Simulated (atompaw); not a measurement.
# Reading a pseudo-wave (molybdenum)

Columns: radius, all-electron u(r) and pseudo u(r) of the 5s shell (level -3.99 eV) of molybdenum in the configuration [Ar] 3d10 4s2 4p6 4d5.5 5s0.5 5p0; LDA (PW92), scalar-relativistic, PAW (atompaw) scheme, atompaw 4.2.0.5.

```csv
r (bohr),all-electron,pseudo
0.096,-0.1055,-0.0423
0.192,0.0269,-0.0826
0.288,0.1562,-0.1188
0.385,0.1332,-0.1493
0.481,0.0243,-0.1719
0.577,-0.0978,-0.1857
0.673,-0.1933,-0.1898
0.769,-0.2482,-0.1838
0.865,-0.2630,-0.1674
0.962,-0.2442,-0.1409
1.058,-0.2009,-0.1054
1.154,-0.1414,-0.0620
1.250,-0.0725,-0.0120
1.346,0.0003,0.0428
1.442,0.0731,0.1006
1.538,0.1435,0.1595
1.635,0.2101,0.2184
1.731,0.2706,0.2743
1.827,0.3253,0.3266
1.923,0.3739,0.3742
2.019,0.4164,0.4164
2.115,0.4531,0.4531
2.212,0.4846,0.4846
2.308,0.5106,0.5106
2.404,0.5319,0.5319
2.500,0.5488,0.5488
```

Task: How many radial nodes do the two functions have?

Result: The all-electron 5s function has n − l − 1 = 4 (the table is too coarse to show those close to the nucleus); the pseudo-wave has 1, since 1 lower shell of the same l stays in the valence.

Task: At about which radius was the pseudo-wave matched?

Result: 2.20 bohr. The columns agree to 0.0005 from 1.92 bohr on; several derivatives are matched, so the curves merge somewhat inside the radius.

Task: Is the pseudo-wave norm-conserving?

Result: No, it belongs to a PAW set: the norm inside the radius is not constrained, and the difference is carried by the augmentation charge.
